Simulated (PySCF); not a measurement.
CH3ClOSe, SMILES [Se](Cl)OC. Geometry: PBE0-D3(BJ)/def2-SVP. One conformer was computed; it need not be the lowest.

Calculation: PBE0-D3(BJ)/def2-SVP (PySCF).

Harmonic wavenumbers (cm⁻¹): 104, 138, 252, 331, 395, 644, 1088, 1168, 1183, 1443, 1452, 1476, 3035, 3132, 3167. Rotational constants (GHz): 5.331, 2.673, 1.893; symmetry number 1.

Task: Work out the zero-point energy and the ideal-gas rigid-rotor harmonic-oscillator thermochemistry at 298.15 K and 1 atm.

Result: ZPE = ½ Σ hcν = ½ × 19009 cm⁻¹ = 113.70 kJ/mol. H − E(el) = 130.94 kJ/mol. Entropy in J/(mol K): translation 170.85, rotation 112.46, vibration 44.94, total 328.25. G − E(el) = 33.07 kJ/mol. Cp = 77.82 J/(mol K). Modes under 150 cm⁻¹ make the vibrational entropy uncertain.
